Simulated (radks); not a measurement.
The vanadium ion V10+, configuration [Ne] 3s2 3p1. Calculated with a radial shooting solver on a logarithmic mesh with Libxc functionals: Dirac Kohn-Sham, LB94 model potential, spin-unpolarised, spherical densities, finite nucleus; open shells fill j = l - 1/2 first; Fermi nuclear charge, rms radius 3.6002 fm.

Normalised radial functions P(r) = r R(r) (large component), r in bohr:

r,2p3/2,3p1/2,3p3/2
0.002183,0.0018,0.0012,0.0008
0.002731,0.0028,0.0018,0.0013
0.003444,0.0044,0.0027,0.0020
0.004309,0.0069,0.0039,0.0031
0.00539,0.0106,0.0059,0.0049
0.006744,0.0163,0.0087,0.0075
0.008505,0.0254,0.0132,0.0116
0.01064,0.0387,0.0197,0.0177
0.01331,0.0587,0.0294,0.0269
0.01679,0.0897,0.0442,0.0410
0.021,0.1336,0.0650,0.0611
0.02628,0.1969,0.0946,0.0899
0.03287,0.2858,0.1360,0.1303
0.04146,0.4128,0.1943,0.1876
0.05186,0.5757,0.2680,0.2604
0.06489,0.7812,0.3590,0.3508
0.08183,1.0349,0.4669,0.4587
0.1024,1.3027,0.5723,0.5652
0.1281,1.5615,0.6573,0.6525
0.1602,1.7652,0.6898,0.6888
0.2021,1.8612,0.6261,0.6305
0.2528,1.7962,0.4338,0.4441
0.3163,1.5628,0.1002,0.1154
0.3989,1.1820,-0.3570,-0.3394
0.499,0.7672,-0.8064,-0.7909
0.6243,0.4089,-1.1268,-1.1176
0.781,0.1717,-1.2095,-1.2083
0.985,0.0513,-1.0208,-1.0263
1.232,0.0110,-0.6726,-0.6802
1.542,0.0015,-0.3308,-0.3366
1.944,0.0001,-0.1091,-0.1118
2.432,0.0000,-0.0240,-0.0248

2p3/2: eigenvalue -768.15 eV, 0 radial nodes, <r> = 0.271 bohr, 90 % of the charge inside 0.444 bohr. 3p1/2: eigenvalue -254.86 eV, 1 radial node at r = 0.334 bohr, <r> = 0.822 bohr, 90 % of the charge inside 1.23 bohr. 3p3/2 (empty): eigenvalue -253.48 eV, 1 radial node at r = 0.337 bohr, <r> = 0.827 bohr, 90 % of the charge inside 1.23 bohr.
